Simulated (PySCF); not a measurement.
CH₆Ge, singlet, geometry from GFN2-xTB; DF-R2SCAN/cc-pVTZ (PySCF).

Input for PySCF:
```python
from pyscf import gto, scf, dft

mol = gto.M(
    atom='''
Ge   -0.38643270    0.04897680   -0.01153662
C     1.55579062   -0.19718220    0.04644679
H    -1.01844790   -0.83579316   -1.03615335
H    -0.74815572    1.45797977   -0.35207683
H    -1.01656584   -0.26944540    1.30514105
H     1.80682675   -1.22546850    0.29498247
H     2.00441060    0.45128179    0.79504309
H     2.00303482    0.03728102   -0.91644545
''',
    basis='cc-pvtz',
    verbose=4,
    max_memory=1800,
)

mf = dft.RKS(mol)
mf.xc = 'r2scan'
mf = mf.density_fit(auxbasis='def2-universal-jkfit')
mf.kernel()
```

What the program printed (banner, timings and long lists left out):

```
PySCF version 2.14.0

[INPUT] verbose = 4
[INPUT] num. atoms = 8
[INPUT] num. electrons = 44
[INPUT] charge = 0
[INPUT] spin (= nelec alpha-beta = 2S) = 0
[INPUT] symmetry False subgroup None
[INPUT] Mole.unit = angstrom
[INPUT] Symbol           X                Y                Z      unit          X                Y                Z       unit  Magmom
[INPUT]  1 Ge    -0.386432700000   0.048976800000  -0.011536620000 AA   -0.730251968576   0.092552738458  -0.021801052203 Bohr   0.0
[INPUT]  2 C      1.555790620000  -0.197182200000   0.046446790000 AA    2.940018178967  -0.372620354639   0.087771712465 Bohr   0.0
[INPUT]  3 H     -1.018447900000  -0.835793160000  -1.036153350000 AA   -1.924587603138  -1.579420169185  -1.958046054551 Bohr   0.0
[INPUT]  4 H     -0.748155720000   1.457979770000  -0.352076830000 AA   -1.413809409327   2.755182460456  -0.665328783505 Bohr   0.0
[INPUT]  5 H     -1.016565840000  -0.269445400000   1.305141050000 AA   -1.921031025188  -0.509178011524   2.466359138427 Bohr   0.0
[INPUT]  6 H      1.806826750000  -1.225468500000   0.294982470000 AA    3.414407712038  -2.315799839282   0.557436079848 Bohr   0.0
[INPUT]  7 H      2.004410600000   0.451281790000   0.795043090000 AA    3.787787075175   0.852798988103   1.502413697328 Bohr   0.0
[INPUT]  8 H      2.003034820000   0.037281020000  -0.916445450000 AA    3.785187227767   0.070450917444  -1.731830908604 Bohr   0.0

nuclear repulsion = 120.836488960878
number of shells = 55
number of NR pGTOs = 249
number of NR cGTOs = 157
basis = cc-pvtz
ecp = {}

******** <class 'pyscf.df.df_jk.DFRKS'> ********
method = DFRKS
initial guess = minao
damping factor = 0
level_shift factor = 0
DIIS = <class 'pyscf.scf.diis.CDIIS'>
diis_start_cycle = 1
diis_space = 8
diis_damp = 0
SCF conv_tol = 1e-09
SCF conv_tol_grad = None
SCF max_cycles = 50
direct_scf = False
XC library pyscf.dft.libxc version 7.1.2
    S. Lehtola, C. Steigemann, M. J. T. Oliveira, and M. A. L. Marques,  SoftwareX 7, 1–5 (2018)
XC functionals = r2scan
    J. W. Furness, A. D. Kaplan, J. Ning, J. P. Perdew, and J. Sun,  J. Phys. Chem. Lett. 11, 8208–8215 (2020)
    J. W. Furness, A. D. Kaplan, J. Ning, J. P. Perdew, and J. Sun,  J. Phys. Chem. Lett. 11, 9248–9248 (2020)
    J. W. Furness, A. D. Kaplan, J. Ning, J. P. Perdew, and J. Sun,  J. Phys. Chem. Lett. 11, 8208–8215 (2020)
    J. W. Furness, A. D. Kaplan, J. Ning, J. P. Perdew, and J. Sun,  J. Phys. Chem. Lett. 11, 9248–9248 (2020)
radial grids:
    Treutler-Ahlrichs [JCP 102, 346 (1995); DOI:10.1063/1.469408] (M4) radial grids

becke partition: Becke, JCP 88, 2547 (1988); DOI:10.1063/1.454033
pruning grids: <function nwchem_prune>
grids dens level: 3
symmetrized grids: False
atomic radii adjust function: <function treutler_atomic_radii_adjust>
small_rho_cutoff = 0
Set gradient conv threshold to 3.16228e-05
Initial guess from minao.
tot grids = 93608
init E= -2117.97790385772
  HOMO = -0.351600854221374  LUMO = -0.0168761720524984  gap/eV = 9.10832
cycle= 1 E= -2118.6712271814  delta_E= -0.693  |g|= 0.577  |ddm|= 1.86
  HOMO = -0.242437624792954  LUMO = 0.0426195815508077  gap/eV = 7.75680
cycle= 2 E= -2118.62245443125  delta_E= 0.0488  |g|= 0.722  |ddm|= 0.789
  HOMO = -0.296370797196017  LUMO = 0.0257600149670978  gap/eV = 8.76563
cycle= 3 E= -2118.7220528058  delta_E= -0.0996  |g|= 0.0724  |ddm|= 0.463
  HOMO = -0.291374918930285  LUMO = 0.0261922682914069  gap/eV = 8.64144
cycle= 4 E= -2118.72356270021  delta_E= -0.00151  |g|= 0.0189  |ddm|= 0.0625
  HOMO = -0.294674399078914  LUMO = 0.0244260494061681  gap/eV = 8.68317
cycle= 5 E= -2118.72362426879  delta_E= -6.16e-05  |g|= 0.00489  |ddm|= 0.0125
  HOMO = -0.294069933376482  LUMO = 0.0249009291615199  gap/eV = 8.67964
cycle= 6 E= -2118.72363058833  delta_E= -6.32e-06  |g|= 0.000452  |ddm|= 0.00408
  HOMO = -0.294123077714232  LUMO = 0.0248684538344701  gap/eV = 8.68020
cycle= 7 E= -2118.72363065255  delta_E= -6.42e-08  |g|= 8.7e-05  |ddm|= 0.000406
  HOMO = -0.294123465380428  LUMO = 0.024866086979884  gap/eV = 8.68015
cycle= 8 E= -2118.72363065441  delta_E= -1.86e-09  |g|= 2.2e-05  |ddm|= 9.28e-05
  HOMO = -0.294126977125377  LUMO = 0.0248643603190324  gap/eV = 8.68020
cycle= 9 E= -2118.72363065455  delta_E= -1.43e-10  |g|= 2.74e-06  |ddm|= 1.95e-05
  HOMO = -0.294126307464611  LUMO = 0.0248647056955136  gap/eV = 8.68019
Extra cycle  E= -2118.72363065456  delta_E= -6.82e-12  |g|= 2.95e-06  |ddm|= 5.4e-06
converged SCF energy = -2118.72363065456
```
